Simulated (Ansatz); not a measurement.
Cost and result for the atomization energy of GaH₆PSi, SMILES `P[SiH2][GaH2]` (9 atoms, 8 bonds).

Z-matrix (Å, degrees):
```
Si
Ga 1 2.414
P 1 2.266 2 108.3
H 1 1.493 2 109.8 3 -122.7
H 1 1.489 2 112.6 3 117.7
H 2 1.574 1 119.0 3 56.8
H 2 1.572 1 122.4 3 -122.7
H 3 1.420 1 95.4 2 -161.8
H 3 1.421 1 93.9 2 -67.7
```

Charge 0, multiplicity 1. Correlated methods include outer-core shells of Ga, which these sets cover unevenly. Scalar relativity is left out up to krypton. All single points use the PBE0-D4/def2-TZVP geometry. It is one conformer, not always the lowest. Program: Ansatz. All runs use 2 threads of an Arm Neoverse V2 on a shared host. Times are those of one run each, without the atoms' runs, and a repeat can differ threefold. Electronic energies, without spin–orbit coupling; frozen cores. CCSD(T)/CBS adds CCSD(T) − MP2 in def2-TZVPP to the MP2 limit, and its time is that of the two runs behind it. T1 = 0.014. With those shells the extrapolation isn't a true limit. HSE06 is the plane-wave form, built on full-range PBE exchange.

CCSD(T)/CBS is a level of theory with its own doubt, some kJ/mol a heavy atom from the limit and from the frozen cores, so smaller differences don't rank the functionals.

| level | functions | wall time |
| --- | --- | --- |
| BLYP-D4/def2-TZVPP | 216 | 2.7 s |
| CCSD(T)/def2-SVP | 98 | 3.9 s |
| HSE06-D4/def2-TZVPP | 216 | 4.9 s |
| CAM-B3LYP-D4/def2-TZVPP | 216 | 5.5 s |
| r2SCAN-D4/def2-TZVPP (with forces) | 216 | 6.5 s |
| B2PLYP/def2-TZVPP | 216 | 7 s |
| PBE-QIDH/def2-TZVPP | 216 | 7 s |
| r2SCANh-D4/def2-TZVPP | 216 | 7.5 s |
| B97M-V/def2-TZVPP | 216 | 14 s |
| ωB97M-V/def2-TZVPP (with forces) | 216 | 16 s |
| MP2/def2-QZVPP | 409 | 25 s |
| CCSD(T)/def2-TZVPP | 216 | 94 s |
| CCSD(T)/CBS(def2) | – | 120 s |

Problem. What atomization energy does each give, and how far from CCSD(T)/CBS? (Estimate.)

Solution. Computed: 
```csv
level,atomization (kJ/mol),difference from CCSD(T)/CBS,per bond
BLYP-D4/def2-TZVPP,2258.7,-35.6,-4.5
CCSD(T)/def2-SVP,2111.4,-182.9,-22.9
HSE06-D4/def2-TZVPP,2264.1,-30.2,-3.8
CAM-B3LYP-D4/def2-TZVPP,2295.3,1.0,0.1
r2SCAN-D4/def2-TZVPP (with forces),2294.4,0.1,0.0
B2PLYP/def2-TZVPP,2247.0,-47.3,-5.9
PBE-QIDH/def2-TZVPP,2256.7,-37.6,-4.7
r2SCANh-D4/def2-TZVPP,2287.5,-6.8,-0.8
B97M-V/def2-TZVPP,2335.6,41.3,5.2
ωB97M-V/def2-TZVPP (with forces),2296.8,2.5,0.3
MP2/def2-QZVPP,2226.5,-67.8,-8.5
CCSD(T)/def2-TZVPP,2238.7,-55.6,-7.0
CCSD(T)/CBS(def2),2294.3,0.0,0.0
```

From BLYP to BHLYP (50 % exact exchange), in def2-TZVPP and without D4, the atomization energy moves by +23.6 kJ/mol. The D4 term adds +34.2 kJ/mol with B3LYP and +17.9 kJ/mol with PBE0; it sums over pairs of atoms, weighted by their polarisabilities, and B3LYP, whose exchange is more repulsive, gets the larger term. In def2-TZVPP, CCSD(T) changes the Hartree–Fock value by +573.1 kJ/mol (the triples alone add +23.4 kJ/mol) and MP2 by +528.0 kJ/mol; breaking electron pairs costs correlation energy, which Hartree–Fock lacks.

B3LYP here is the variant with VWN-RPA as its local correlation; programs differ in this.
